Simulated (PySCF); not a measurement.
Ligands exchanged one at a time, Si Cl-SH. All species are isolated molecules in the gas phase. One relaxed conformer stands for each flexible species; it need not be the lowest. Strings in code marks are SMILES.

The vertical ionisation energy (Delta-SCF) from two functionals at the same geometries (r2SCAN-D4/def2-TZVP), both in PySCF: PBE-D3(BJ)/def2-TZVP and r2SCAN-D4/def2-TZVP. Delta-SCF ions had no search for a lower state. 

| species | PBE-D3(BJ)/def2-TZVP (eV) | r2SCAN-D4/def2-TZVP (eV) |
|---|---|---|
| 1 of 4 Cl replaced by SH | 9.92 | 10.14 |
| 2 of 4 Cl replaced by SH | 9.23 | 9.44 |
| 3 of 4 Cl replaced by SH (`S[Si](S)(S)Cl`) | 8.89 | 9.13 |
| 4 of 4 Cl replaced by SH | 8.56 | 8.80 |

Over these rows, drawn at random from the members with no instability flagged (it was tested for open shells, ions and some series alone), PBE minus r2SCAN-D4: mean -0.23 eV, from -0.24 eV to -0.21 eV.
